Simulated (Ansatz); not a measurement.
`O1[SiH2][SiH2][SiH2]1`. Charge 0, multiplicity 1.

Z-matrix (Å, degrees):
```
Si
Si 1 2.356
Si 1 2.725 2 54.7
O 1 1.674 2 90.2 3 0.0
H 1 1.487 2 117.6 3 -113.6
H 1 1.487 2 117.7 3 113.6
H 2 1.486 1 117.8 3 -111.9
H 2 1.486 1 117.8 3 111.9
H 3 1.487 1 123.9 2 102.1
H 3 1.487 1 123.9 2 -102.1
```

(1) List the harmonic frequencies (cm⁻¹, unscaled) at PBE0-D4/def2-TZVP in Ansatz. (Estimate.)

(2) Is this a minimum?

(3) Give the ideal-gas thermochemistry at 298.15 K and 1 bar (rigid rotor, harmonic oscillator; point group C2v, symmetry number 2).

Results:

(1) Ansatz gave: 97, 328, 348, 354, 386, 455, 557, 590, 638, 697, 705, 717, 741, 892, 920, 932, 954, 974, 2210, 2214, 2219, 2219, 2223, 2237.

(2) Yes, all 24 modes are real.

(3) Zero-point energy 147.2 kJ/mol; H(298) − E = 166.5 kJ/mol; entropy 323.5 J/(mol·K), of which translation 167.1, rotation 106.0, vibration 50.5; G(298) − E = 70.1 kJ/mol. Modes under 100 cm⁻¹ are hindered rotations or soft bends, so the harmonic entropy is rough.
